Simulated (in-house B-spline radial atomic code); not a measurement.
RPA and G0W0 for Ne VII (Ne6+), [He] 2s2, as one setting changes: the share of exact exchange in the PBE hybrid start. A dash marks a level of low quasi-particle weight. Computed with a B-spline radial code for spherical atoms: all electrons, non-relativistic, point nucleus, each spin shell either full or empty, empty states to l = 9 with an (l + 1/2)⁻⁴ tail; G0W0 by contour deformation at full frequency.

```
share of exact exchange in the PBE hybrid start  mean-field level (eV)  G0W0 level (eV)  RPA correlation (Eh)
                                              0                -192.19       2s -207.12              -0.31346
                                            0.1                -193.47       2s -207.05              -0.29655
                                            0.2                -194.76       2s -206.97              -0.28245
                                            0.3                -196.04       2s -206.89              -0.27047
                                            0.4                -197.32       2s -206.81              -0.26012
                                            0.5                      ?                ?                     ?
                                            0.6                -199.87       2s -206.67              -0.24306
                                            0.7                -201.15       2s -206.60              -0.23591
                                            0.8                      ?                ?                     ?
                                            0.9                -203.70       2s -206.47              -0.22365
                                              1                -204.98       2s -206.41              -0.21832
```

Task: What belongs in the row for 0.5?

Result: mean-field level (eV): -198.59; G0W0 level (eV): 2s -206.74; RPA correlation (Eh): -0.25107.

Task: What belongs in the row for 0.8?

Result: mean-field level (eV): -202.43; G0W0 level (eV): 2s -206.53; RPA correlation (Eh): -0.22948.
